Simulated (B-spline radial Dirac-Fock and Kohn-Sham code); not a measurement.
# Levels of muonic ¹⁸Ne

Nucleus: ¹⁸Ne, Fermi distribution (skin thickness 2.3 fm), rms radius 2.9714 fm (measured, Angeli and Marinova 2013).

Method: the Dirac equation of a negative muon with reduced mass in the field of a spherical finite nucleus, with the Uehling potential to all orders; nuclear polarisation, deformation, hyperfine structure, self-energy, higher-order vacuum polarisation, relativistic recoil and electron screening are left out. Computed with a radial B-spline solver.

```tsv
level	binding (keV)	point nucleus, no QED (keV)	vacuum polarisation (keV)	⟨r⟩ (fm)
1s1/2	277.3	279.9	1.426	39.0
2s1/2	69.68	70.01	0.185	155.0
2p1/2	70.13	70.01	0.123	128.3
2p3/2	70.04	69.91	0.122	128.5
3s1/2	31.00	31.10	0.052	348.3
3p1/2	31.14	31.10	0.032	321.1
3p3/2	31.11	31.08	0.032	321.4
3d3/2	31.09	31.08	0.017	270.0
3d5/2	31.08	31.07	0.017	270.2
```

Question: By how much does the finite nuclear size lower the 1s binding energy?

Answer: By 4.059 keV, 1.45 % of the point-nucleus value (point value plus vacuum polarisation less the binding energy). The 1s orbit has ⟨r⟩ = 39.0 fm.
